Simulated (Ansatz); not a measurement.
Consider the ligand exchange at the Al–C bond: `C[CH2][Al]([NH2])[NH2]` + HCl → `[NH2][Al]([NH2])[Cl]` + `CC`.

Computed with Ansatz on PBE0-D4/def2-TZVP structures; ΔE is electronic, products minus reactants. CBS: MP2 limit from def2 TZ/QZ plus the TZ coupled-cluster correction, frozen cores. This one scheme is used for every species. DFT in def2-TZVPP. B3LYP here is the variant with VWN-RPA as its local correlation; programs differ in this. Each species was taken in one conformer, which may not be the lowest.

Question: Is it downhill or uphill in electronic energy at CCSD(T)/CBS, and by how much? (Estimate.)

Answer: Computed: Downhill: ΔE = -183.0 kJ/mol.

Question: What do these levels give: ωB97X-V, B2PLYP, B3LYP, r2SCAN0, BHLYP, LC-ωPBE? (Estimate.)

Answer: Computed: ωB97X-V -184.7, B2PLYP -188.2, B3LYP -188.0, r2SCAN0 -191.4, BHLYP -195.7, LC-ωPBE -185.4 kJ/mol.

Largest T1 diagnostic among the species: 0.010.

From PBE to PBE0 (25 % exact exchange), in def2-TZVPP and without D4, ΔE moves by −6.7 kJ/mol. In def2-TZVPP, CCSD(T) changes the Hartree–Fock value by +26.7 kJ/mol (the triples alone add +3.0 kJ/mol) and MP2 by +22.2 kJ/mol.
